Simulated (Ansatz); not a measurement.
Cartesian coordinates in Å:
```
Cl 1.752 -1.754 1.222
Si 0.319 -0.280 1.088
C -1.136 -0.720 -0.087
B -0.207 -0.267 -1.229
Si 0.711 1.375 -0.529
H -0.160 0.002 2.463
H -1.600 -1.703 -0.081
H -1.826 0.046 0.297
H 0.256 -1.033 -2.021
H -0.176 2.521 -0.194
H 2.068 1.815 -0.928
```

Total charge 0; spin multiplicity 1.

Question: List the r2SCAN/def2-TZVPP orbital energies in eV (the Gaussian-basis code of Ansatz). (Best estimate.)

Answer: Ansatz gave: Occupied: -2753.39, -1792.26, -1790.77, -273.04, -254.78, -193.32, -193.18, -193.18, -180.67, -142.59, -141.30, -97.51, -97.43, -97.41, -96.18, -96.15, -96.12, -21.55, -19.01, -14.50, -12.83, -12.13, -11.34, -9.97, -9.63, -9.13, -8.82, -8.63, -7.82, -7.34, -6.29. Lowest empty: -2.60, -0.81, -0.39, 0.27, 0.86, 1.28, 1.53, 1.64.
